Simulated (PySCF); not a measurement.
**Absolute configuration from chiroptical data**

Method: TDDFT B3LYP/def2-SVPD circular dichroism and optical rotation, one conformer, gas phase in PySCF. Geometry: GFN2-xTB.

Values for one enantiomer of C2H10NPSi2, R in 10⁻⁴⁰ esu² cm² (velocity form):
```
λ (nm)       f      R
   235   0.016   -4.4
   226  0.0007  +11.1
   207  0.0006   +1.6
   201   0.029   -2.1
   200  0.0004   +2.6
   196   0.067   +6.8
   193   0.014  -18.6
   190   0.103  +45.6
```

[α] at 589.3 nm: +284 deg dm⁻¹ (g/mL)⁻¹ (origin-invariant length gauge).

**Question.** Which structure gives these signs?
A. C[Si@@H]1N[Si@@H](C)P1
B. C[Si@H]1N[Si@H](C)P1

**Answer.** A. Its CIP labels in SMILES order are R, R; the other enantiomer gives every sign reversed.

The signs above follow by mirror symmetry from the run on the other enantiomer. Geometry of C[Si@H]1N[Si@H](C)P1 as run:
```xyz
16

C     2.845    0.460   -0.241
Si    1.210    0.271    0.703
N    -0.156    0.891   -0.183
Si   -1.242   -0.446   -0.450
C    -2.952   -0.192    0.322
P     0.179   -1.747    0.744
H     3.663    0.020    0.319
H     3.076    1.509   -0.396
H     2.805   -0.023   -1.213
H     1.279    0.865    2.044
H    -0.292    1.843   -0.484
H    -1.336   -0.751   -1.885
H    -3.471    0.627   -0.165
H    -2.880    0.035    1.381
H    -3.560   -1.083    0.211
H     0.824   -2.270   -0.360
```
